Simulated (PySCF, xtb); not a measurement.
H6OSn2, SMILES [SnH3][O][SnH3].

GFN2-xTB in xtb 6.7.1 at its own geometry gives an orbital gap of 5.93 eV and a dipole moment of 0.69 D.

Geometry optimised at PBE0-D3(BJ)/def2-SVP. The geometry has at least one imaginary mode, so it is a saddle point at that level. The def2 effective core potentials stand for the cores of Sn; spin–orbit coupling is left out.

Task: What does PBE/def2-TZVP (PySCF) give? (An estimate is asked for; the answer gives what the named calculation found.)

Result: gap 4.52 eV (levels -6.33 and -1.81 eV), dipole 0.91 D.
